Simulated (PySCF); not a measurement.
# Magnetisability: `InChI=1S/C4H5N3Si/c5-1-4-2-7(8)3-6-4/h2-3H,8H3`

Geometry (Å), atoms numbered from 1 in this order:
```xyz
13

N     4.139    0.376    0.301
C     3.034    0.101    0.171
C     1.669   -0.200    0.022
C     0.601    0.642    0.209
N    -0.528   -0.081   -0.049
Si   -2.187    0.502    0.037
C    -0.078   -1.329   -0.381
N     1.207   -1.439   -0.351
H     0.564    1.672    0.499
H    -2.984   -0.661   -0.331
H    -2.402    0.941    1.413
H    -2.291    1.602   -0.918
H    -0.748   -2.124   -0.639
```

Computed with GIAO CAM-B3LYP/pcSseg-1 magnetisability, rotational g tensor and spin-rotation constants, non-relativistic, gas phase in PySCF 2.14.0. Geometry: GFN2-xTB.

Task: How diamagnetic is it, and how anisotropic?

Result: Isotropic -1137 × 10⁻³⁰ J/T², or -68.5 × 10⁻⁶ cm³/mol; principal values -1549, -1000, -863 × 10⁻³⁰ J/T², anisotropy 629 × 10⁻³⁰ J/T² (root of half the summed squared differences of the principal values). The susceptibility is in cgs units.

Task: Split it along the inertial axes a, b, c into diamagnetic and paramagnetic parts about the centre of mass, with the quadrupole moment.

Result: 
```tsv
axis	χ (10⁻⁶ cm³/mol)	diamagnetic (10⁻⁶ cm³/mol)	paramagnetic (10⁻⁶ cm³/mol)	summed x² of all electrons (Å²)	quadrupole Θ (D Å)
a	-60.2	-303.7	243.5	297.9	-10.15
b	-52.0	-1325.2	1273.2	57.1	+6.19
c	-93.3	-1505.9	1412.6	14.5	+3.96
```
Anisotropies 2χaa − χbb − χcc = +24.7 and 2χbb − χaa − χcc = +49.6 × 10⁻⁶ cm³/mol. Θ is traceless in Buckingham's convention.

Task: And the rotational g tensor?

Result: 
| axis | rotational constant (GHz) | g | nuclear part | electronic part |
| --- | --- | --- | --- | --- |
| a | 6.0978 | -0.1045 | 0.5930 | -0.6975 |
| b | 0.9330 | -0.0238 | 0.5342 | -0.5581 |
| c | 0.8169 | -0.0045 | 0.5376 | -0.5422 |

Asymmetric top; isotopes 12C, 1H, 14N, 28Si; no vibrational averaging.
